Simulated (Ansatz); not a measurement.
Geometry optimisation, DFT PBE-D3(BJ), scalar-relativistic, plane waves, PAW in Ansatz 0.2.0.

Input:

```yaml
accuracy: low
crystal:
  lattice:
    - [8.269467, 0.0, 0.0]
    - [0.0, 8.269467, 0.0]
    - [0.0, 0.0, 8.269467]
  atoms:
    - { symbol: C, position: [0.6622131, 0.4137997, 0.482786] }
    - { symbol: C, position: [0.6029219, 0.2789344, 0.4167837] }
    - { symbol: H, position: [0.6677347, 0.5265837, 0.416022] }
    - { symbol: H, position: [0.7073428, 0.4162286, 0.6059346] }
    - { symbol: H, position: [0.5577923, 0.2765056, 0.2936351] }
    - { symbol: H, position: [0.5974003, 0.1661504, 0.4835477] }
    - { symbol: C, position: [0.5424322, 0.3066878, -0.0442155] }
    - { symbol: C, position: [0.4681132, 0.4063856, 0.0587285] }
    - { symbol: H, position: [0.5939435, 0.3497859, -0.1568978] }
    - { symbol: H, position: [0.5544102, 0.1784199, -0.0194762] }
    - { symbol: H, position: [0.4561352, 0.5346535, 0.0339892] }
    - { symbol: H, position: [0.4166019, 0.3632875, 0.1714108] }
    - { symbol: C, position: [0.0506768, 0.0902205, 0.3597745] }
    - { symbol: C, position: [0.1070886, -0.0608325, 0.3675908] }
    - { symbol: H, position: [0.0261306, 0.1488068, 0.2449996] }
    - { symbol: H, position: [0.0270314, 0.1606759, 0.4678721] }
    - { symbol: H, position: [0.130734, -0.1312879, 0.2594932] }
    - { symbol: H, position: [0.1316348, -0.1194189, 0.4823658] }
    - { symbol: C, position: [0.8724095, 0.8748042, 0.1372529] }
    - { symbol: H, position: [0.8287619, 0.9662627, 0.2214755] }
    - { symbol: H, position: [0.7825163, 0.8555551, 0.04285] }
    - { symbol: H, position: [0.8930901, 0.7618597, 0.2018989] }
    - { symbol: H, position: [0.9852695, 0.9155391, 0.0827873] }
    - { symbol: C, position: [0.0497268, 0.6337598, 0.8234223] }
    - { symbol: H, position: [0.1111561, 0.7121303, 0.9097226] }
    - { symbol: H, position: [-0.0366615, 0.5573894, 0.8872021] }
    - { symbol: H, position: [0.1383738, 0.5580116, 0.7620454] }
    - { symbol: H, position: [-0.0139614, 0.7075081, 0.7347192] }
    - { symbol: C, position: [0.0944406, 0.4758832, 0.1876283] }
    - { symbol: H, position: [0.0115172, 0.5327217, 0.2728123] }
    - { symbol: H, position: [0.0275606, 0.3933863, 0.1096248] }
    - { symbol: H, position: [0.1863896, 0.408758, 0.253982] }
    - { symbol: H, position: [0.152295, 0.5686669, 0.1140941] }
basis:
  ecutwfc: 420.0
kpoints:
  mp_grid: { grid: [1, 1, 1] }
hamiltonian:
  xc: pbe
  dispersion: d3bj
scf:
  occupations: { method: fermi_dirac, width: 0.02 }
  lower_state_search: "off"
relax:
  f_tol: 0.3
  max_steps: 15
  adjacent_minimum: "off"
```

Run as:

```bash
$ ansatz run input.yaml --threads 1 --pin off --max-ram 3072MiB --backend cpu --events-out ev --progress --plain --runs-dir out
```

Question: Where does it end, and by what steps?

Answer: The forces met the threshold. The threshold is loose, so the end isn't yet a minimum. Limits of this set-up: coarse k mesh, low accuracy level. After 2 steps the energy has fallen by 0.546 eV; H20 moved furthest, 0.36 Å.

```
step  energy less start (eV)  largest force component (eV/Å)  accepted
   0                  0.0000                           0.727       yes
   1                 -0.3562                           0.413       yes
   2                 -0.5458                           0.256       yes
```

```xyz
33
Lattice="8.2695 0.0000 0.0000 0.0000 8.2695 0.0000 0.0000 0.0000 8.2695" Properties=species:S:1:pos:R:3
C 5.518 3.421 3.991
C 5.094 2.237 3.540
H 5.554 4.303 3.347
H 5.856 3.555 5.021
H 4.743 2.113 2.517
H 5.085 1.348 4.172
C 4.503 2.543 -0.417
C 3.898 3.418 0.387
H 4.950 2.851 -1.361
H 4.562 1.483 -0.168
H 3.802 4.472 0.125
H 3.467 3.114 1.340
C 0.560 0.717 3.115
C 1.084 -0.506 3.219
H 0.293 1.144 2.147
H 0.321 1.322 3.992
H 1.245 -1.134 2.345
H 1.295 -0.963 4.192
C 6.996 7.240 0.971
H 6.565 8.004 1.623
H 6.291 6.963 0.181
H 7.247 6.360 1.573
H 7.913 7.635 0.523
C 0.396 5.269 6.683
H 0.883 5.980 7.358
H -0.323 4.674 7.254
H 1.149 4.608 6.241
H -0.126 5.819 5.894
C 0.717 3.935 1.679
H -0.041 4.406 2.314
H 0.231 3.242 0.984
H 1.422 3.390 2.312
H 1.252 4.694 1.104
```

The run took 10 s on 1 thread of Intel(R) Xeon(R) Processor @ 2.70GHz (shared host), peak memory 0.51 GiB.
